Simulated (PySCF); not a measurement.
**PmH at BP86**

Level: BP86. basis Pm x2c-SVPall, H x2c-SVPall; spin-free X2C with a Gaussian nucleus; PySCF 2.14.

```json
{
  "state": "septet, about 5.0 electrons in the 4f shell (Mulliken), real f orbitals that mix terms",
  "bond length": "2.116 Å",
  "harmonic wavenumber": "1222 cm⁻¹",
  "force constant": "0.880 mdyn/Å",
  "rotational constant Be": "3.763 cm⁻¹",
  "anharmonicity ωexe": "17.2 cm⁻¹",
  "vibration–rotation constant αe": "0.0759 cm⁻¹",
  "well depth De to Pm (4f5 6s2) + H": "213 kJ/mol",
  "dissociation energy D0": "206 kJ/mol",
  "bond order (Mayer)": "0.95",
  "dipole moment (positive dipole means Pm(−)H(+))": "-3.37 D"
}
```

These are scalar-relativistic numbers at best; spin–orbit coupling would shift them, the dissociation energy most. Counting both spins, an empty level lies below a filled one in this solution, because spin and occupation are held. With d or f electrons several states lie close, and the lowest PBE0 determinant need not be the measured ground state.
